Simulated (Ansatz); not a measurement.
`F[SiH2][SnH]1[CH2][S]1` + acetylene → `C#C[SiH2]F` + `[CH2]1[S][SnH2]1`  (formal exchange of groups at the Si–Sn bond)

Computed with Ansatz on PBE0-D4/def2-TZVP structures; ΔE is electronic, products minus reactants. CCSD(T)/CBS adds triple-zeta CCSD(T) − MP2 to the extrapolated MP2 energy (def2 sets, frozen cores). This one scheme is used for every species. Functionals use def2-TZVPP. def2 core potentials past Kr. For Sn outer-core shells are correlated without core-valence functions, which leaves a few kJ/mol of doubt a bond. One conformer a species, not always the lowest.

```csv
level,ΔE (kJ/mol),difference from CCSD(T)/CBS
r2SCAN0-D4,-10.4,-2.2
BHLYP-D4,-11.9,-3.7
CAM-B3LYP-D4,-13.6,-5.4
B2PLYP,-13.4,-5.2
r2SCANh,-10.8,-2.6
r2SCAN0,-11.6,-3.4
MP2/def2-TZVPP,-13.1,-4.9
SCS-MP2/def2-TZVPP,-17.6,-9.4
MP2/def2-QZVPP,-9.6,-1.4
HF/CBS(def2),-29.2,-21.0
CCSD(T)/CBS,-8.2,0
```

Largest T1 diagnostic among the species: 0.014.

The D4 term adds +4.5 kJ/mol with B3LYP and +2.8 kJ/mol with PBE0; it sums over pairs of atoms, weighted by their polarisabilities, and B3LYP, whose exchange is more repulsive, gets the larger term. In def2-TZVPP, CCSD(T) changes the Hartree–Fock value by +14.4 kJ/mol (the triples alone add +1.9 kJ/mol) and MP2 by +15.7 kJ/mol. From BLYP to BHLYP (50 % exact exchange), in def2-TZVPP and without D4, ΔE moves by −9.9 kJ/mol.

B3LYP here is the variant with VWN-RPA as its local correlation; programs differ in this.
